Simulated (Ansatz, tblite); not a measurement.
Forces on the cluster Pt3H2⁺ at its PBE0-D4/def2-TZVP geometry. Total charge 1; doublet.

In the def2 sets Pt takes a core potential; there is no spin–orbit coupling. The xTB rows come from tblite. The structure comes from a short search, and lower isomers may exist.

GFN2-xTB (tblite), largest force 1.22 eV/Å:

```xyz
5
positions Å, forces eV/Å
Pt   -0.483    0.006   -1.270   -0.337    0.608   -1.006
Pt    1.034   -0.498    0.727    0.417   -0.679    0.927
Pt   -1.024    0.914    1.008   -0.271    0.242    0.268
H     0.202   -1.701    1.082    0.360   -0.081    0.169
H     0.271    1.279   -1.548   -0.168   -0.090   -0.358
```

PBE-D4/def2-TZVP (Ansatz), largest force 0.37 eV/Å:

```
Pt -0.250 -0.207 -0.119
Pt 0.287 0.173 0.082
Pt -0.060 0.053 0.059
H -0.138 -0.323 0.121
H 0.161 0.303 -0.143
```

r2SCAN0-D4/def2-TZVP (Ansatz), largest force 0.29 eV/Å:

```
Pt 0.139 0.161 0.191
Pt -0.279 -0.037 -0.054
Pt 0.129 -0.115 -0.126
H 0.095 0.134 -0.040
H -0.083 -0.144 0.030
```
